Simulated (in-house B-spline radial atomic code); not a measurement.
Computed with a B-spline radial atomic code. Model: two electrons, singlet ground state, non-relativistic, full CI in B-splines with partial waves to l = 8 (at full coupling up to 3e-4 hartree above the limit, correlation up to 0.6 % small), density held at that of full coupling by Lieb maximisation.

Along the adiabatic connection the electron repulsion is scaled by a coupling λ while a local potential keeps the density fixed. At λ = 0 the system is the Kohn-Sham one and W equals the exchange energy; the exchange-correlation energy is the area under W between 0 and 1. The kinetic energy rises with λ as the electrons avoid each other, with dT/dλ = −λ dW/dλ.

Command:
```bash
python run_ac.py task.json out
```
Settings (lengths in bohr, energies in hartree):
```
potential              coulomb
strength               1.02
lmax                   8
```

Run time, properties included: 61 s on 1 thread of Intel(R) Xeon(R) Processor @ 2.30GHz, with other jobs on the host.

**W = mean repulsion less Hartree energy, and W of three functionals.**

Given: confinement point charge; nuclear charge 1.02; external potential -Z/r.

Computed: LDA exchange minus exact 46.97 millihartree; PBE exchange minus exact -9.3048 millihartree.

| coupling | W xc (hartree) | W xc minus exchange (millihartree) | kinetic minus Kohn-Sham (millihartree) | LDA (PW92) W minus its exchange (millihartree) | PBE W minus its exchange (millihartree) | SCAN W minus its exchange (millihartree) |
| --- | --- | --- | --- | --- | --- | --- |
| 0 | -0.39553 | 0 | 0 | 0 | 0 | 0 |
| 0.02 | -0.39796 | -2.43 | 0.02 | -9.5 | -1.44 | -1.75 |
| 0.05 | -0.40148 | -5.946 | 0.15 | -18.63 | -3.64 | -4.23 |
| 0.12 | -0.40912 | -13.589 | 0.79 | -33.88 | -8.75 | -9.6 |
| 0.25 | -0.4215 | -25.97 | 3.06 | -53.61 | -17.75 | -18.35 |
| 0.4 | ? | ? | ? | ? | ? | ? |
| 0.6 | -0.44635 | -50.816 | 13.32 | -86.99 | -38.08 | -36.85 |
| 0.8 | -0.45676 | -61.232 | 20.57 | -100.2 | -47.57 | -45.19 |
| 1 | -0.46533 | -69.8 | 28.26 | -111.07 | -55.87 | -52.41 |
| 1.4 | ? | ? | ? | ? | ? | ? |
| 2 | -0.49246 | -96.926 | 67.32 | -147.02 | -85.73 | -77.83 |

Problem. What belongs in the row 0.4?

Solution. W xc (hartree): -0.43342; W xc minus exchange (millihartree): -37.892; kinetic minus Kohn-Sham (millihartree): 6.91; LDA (PW92) W minus its exchange (millihartree): -70.18; PBE W minus its exchange (millihartree): -27.12; SCAN W minus its exchange (millihartree): -27.02.

Problem. What belongs in the row 1.4?

Solution. W xc (hartree): -0.4786; W xc minus exchange (millihartree): -83.073; kinetic minus Kohn-Sham (millihartree): 44.04; LDA (PW92) W minus its exchange (millihartree): -128.24; PBE W minus its exchange (millihartree): -69.72; SCAN W minus its exchange (millihartree): -64.31.

Problem. What is the SCAN exchange minus exact?

Solution. -10.598 millihartree.

**Energy parts, natural occupations and partial-wave weights.**

Computed: total energy -0.5555 hartree; correlation energy -0.04154 hartree; kinetic part of the DFT correlation energy 0.02826 hartree; initial slope twice GL2 -0.12321 hartree; kinetic part over minus potential part 0.40487; Hartree energy 0.79106 hartree; Kohn-Sham kinetic 0.52717 hartree.

```json
{"natural": "s", "occupation of the shell (electrons)": "1.8979"}
{"natural": "s", "occupation of the shell (electrons)": "0.076614"}
{"natural": "p", "occupation of the shell (electrons)": "?"}
{"natural": "d", "occupation of the shell (electrons)": "0.00064088"}
{"natural": "p", "occupation of the shell (electrons)": "0.00048906"}
{"natural": "s", "occupation of the shell (electrons)": "0.00041234"}
```

Problem. What belongs in the row p?

Solution. occupation of the shell (electrons): 0.023704.

```csv
wave,weight
s,0.98748
p,0.012114
d,0.00035324
f,?
g,9.0929e-06
```

Problem. What belongs in the row f?

Solution. weight: 4.2298e-05.

Problem. What is the Lieb Oxford ratio E_xc over LDA exchange?

Solution. 1.2539.

Problem. What is the exchange energy?

Solution. -0.39553 hartree.

Half-way to full coupling W has made 64 % of its drop, against 50 % for a straight line, and second-order (GL2) theory, half the initial slope, overshoots the correlation energy by about 48 %: a marked bend. Over couplings 0 to 1 the errors in E_xc come to about +15 millihartree for LDA, +1.0 millihartree for PBE, +0.6 millihartree for SCAN, so SCAN is nearest. In LDA and PBE and SCAN the errors of exchange and correlation have opposite signs, so the sum is smaller than the larger of the two.
